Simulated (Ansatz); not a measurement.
Ansatz (a first-principles code) input (r2SCAN/def2-TZVPD):

Ansatz 0.2 input:
```yaml
crystal:
  periodic: [false, false, false]
  atoms:
    - {symbol: Si, position_ang: [0.61935316, 0.46212061, -0.57052407]}
    - {symbol: C, position_ang: [1.51416847, -1.11421103, -0.97240502]}
    - {symbol: Cl, position_ang: [1.26329595, 1.06153152, 1.32309460]}
    - {symbol: N, position_ang: [-1.08618141, 0.26701410, -0.62362124]}
    - {symbol: Si, position_ang: [-2.07521077, -0.99552362, 0.03929347]}
    - {symbol: H, position_ang: [0.96705326, 1.57152350, -1.47993301]}
    - {symbol: H, position_ang: [1.23353817, -1.46902457, -1.96618125]}
    - {symbol: H, position_ang: [2.59239229, -0.94845496, -0.95259491]}
    - {symbol: H, position_ang: [1.28110662, -1.89540442, -0.24805331]}
    - {symbol: H, position_ang: [-1.58565179, 1.10407908, -0.89585898]}
    - {symbol: H, position_ang: [-2.82389633, -0.55106991, 1.23912306]}
    - {symbol: H, position_ang: [-1.17752912, -2.10960771, 0.40975051]}
    - {symbol: H, position_ang: [-3.06277834, -1.46426729, -0.96185291]}
basis:
  gaussian:
    orbitals: def2-TZVPD
hamiltonian:
  xc: {name: r2SCAN}
total_charge: 1
magnetization: {spin_polarized: true, initial_magnetization: 1}
```

End of the output:

```
integrals: 0.31 GiB planned
1591 factors; their error is unknown
0.40 GiB of the device are held for the grids
1.78 GiB of device memory are held for the factors and their scratch space
mean field: 2.07 GiB planned
mean field evaluation 1: about -30903.3775 eV, gradient 7.3e1 eV
mean field evaluation 2: about -30814.1072 eV, gradient 1.3e2 eV
mean field evaluation 4: about -30922.2937 eV, gradient 3.0e1 eV
mean field evaluation 8: about -30927.2934 eV, gradient 1.8e0 eV
mean field evaluation 16: about -30927.2851 eV, gradient 5.1e-2 eV
mean field evaluation 32: about -30927.2851 eV, gradient 9.6e-6 eV
mean field -30927.28506785 eV, -1136.5567629769 hartree, gradient 5.2e-6 eV, S^2 0.758733; 6 other end points of the search recorded, 0 dependent functions left out
reference -30927.28509113 eV, -1136.5567638323 hartree; 33, 32 occupied and 245, 246 virtual orbitals, 1591 factors
Total energy: -30927.28509113 eV, -1136.5567638323 hartree
```

This state (charge 1, doublet) is run at the relaxed geometry of the species with charge 0 and multiplicity 1.
